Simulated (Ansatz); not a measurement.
Geometry optimisation, Ansatz, RHF/def2-SVP.

Input:

```yaml
crystal:
  periodic: [false, false, false]
  atoms:
    - { symbol: "N", position_ang: [-1.4056, -0.0953, -1.0221] }
    - { symbol: C, position_ang: [-0.4484, 0.8036, -0.6954] }
    - { symbol: C, position_ang: [0.6074, 0.5482, 0.0304] }
    - { symbol: C, position_ang: [1.0673, -0.7402, 0.6905] }
    - { symbol: F, position_ang: [0.0045, -1.686, 0.5743] }
    - { symbol: Br, position_ang: [1.3378, -0.3945, 2.5801] }
    - { symbol: H, position_ang: [-0.34434, 0.06203, -0.1839] }
    - { symbol: H, position_ang: [-2.3321, 0.4055, -1.096] }
    - { symbol: H, position_ang: [-0.5795, 1.8192, -1.0732] }
    - { symbol: H, position_ang: [1.3577, 1.3556, 0.2059] }
    - { symbol: H, position_ang: [1.9002, -1.1705, 0.2941] }
basis:
  gaussian: { orbitals: def2-SVP }
hamiltonian:
  xc: hf
relax:
  f_tol: 0.02
  max_steps: 50
```

Run as:

```bash
$ ansatz run input.yaml --threads 2 --pin off --max-ram 3072MiB --backend cpu --events-out ev --progress --plain --runs-dir out
```

Problem. Where does it end, and by what steps?

Solution. The forces met the threshold. After 31 steps the energy has fallen by 9.634 eV; H9 moved furthest, 1.68 Å. The start is strongly strained (largest force component 13 eV/Å), so its close contacts needn't be bonds. Parted: C2–H7 (0.91 → 2.13 Å).

| step | energy less start (eV) | largest force component (eV/Å) | accepted |
| --- | --- | --- | --- |
| 0 | 0.0000 | 12.985 | yes |
| 2 | -3.9118 | 2.300 | yes |
| 4 | -4.9641 | 1.895 | yes |
| 6 | -6.9090 | 4.420 | yes |
| 8 | -8.6083 | 2.873 | yes |
| 10 | -9.3251 | 0.838 | yes |
| 12 | -9.4660 | 0.529 | yes |
| 14 | -9.5092 | 0.235 | yes |
| 16 | -9.5289 | 0.709 | yes |
| 18 | -9.5644 | 0.253 | yes |
| 20 | -9.6084 | 0.117 | yes |
| 22 | -9.6178 | 0.281 | yes |
| 24 | -9.6295 | 0.408 | yes |
| 26 | -9.6306 | 0.184 | no |
| 28 | -9.6335 | 0.073 | yes |
| 30 | -9.6338 | 0.029 | no |
| 31 | -9.6340 | 0.005 | yes |

```xyz
11
Properties=species:S:1:pos:R:3
N -1.794 0.676 -0.952
C -0.560 0.523 -0.848
C 0.120 0.502 0.496
C 1.079 -0.661 0.621
F 0.426 -1.819 0.458
Br 1.952 -0.677 2.361
H -0.638 0.448 1.275
H -2.088 0.690 -1.916
H 0.097 0.418 -1.719
H 0.684 1.428 0.630
H 1.887 -0.620 -0.102
```

Whether the end is a true minimum wasn't checked by a vibrational analysis.

Time of the run: 57 s on 2 threads of Intel(R) Xeon(R) 6975P-C (Granite Rapids) (shared host), peak memory 0.34 GiB.
